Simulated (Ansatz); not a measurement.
Sb2, SMILES [Sb]#[Sb]. Atoms are numbered in the order given.

```xyz
2

Sb     0.0000     0.0000    -1.2440
Sb     0.0000     0.0000     1.2440
```

Coordinates come from a B3LYP-D3(BJ)/def2-TZVP optimisation. The def2 effective core potentials stand for the cores of Sb; spin–orbit coupling is left out.

Two levels are set side by side: PBE-D3(BJ)/def2-TZVP (Ansatz, a program for electronic structure) and B3LYP-D3(BJ)/def2-TZVP (Ansatz). Each level has its own optimised geometry; the coordinates shown are those of the second. Differences are taken from unrounded values.

```json
[
 {"quantity": "bond Sb1–Sb2 (Å)", "B3LYP-D3(BJ)": "2.488"}
]
```

Problem. What does PBE-D3(BJ) give, and how far is it from B3LYP-D3(BJ)? (An estimate is asked for; the answer gives what the named calculation found.)

Solution. 
| quantity | PBE-D3(BJ) | PBE-D3(BJ) minus B3LYP-D3(BJ) |
|---|---|---|
| bond Sb1–Sb2 (Å) | 2.502 | 0.014 |

On these quantities the two levels nearly agree.
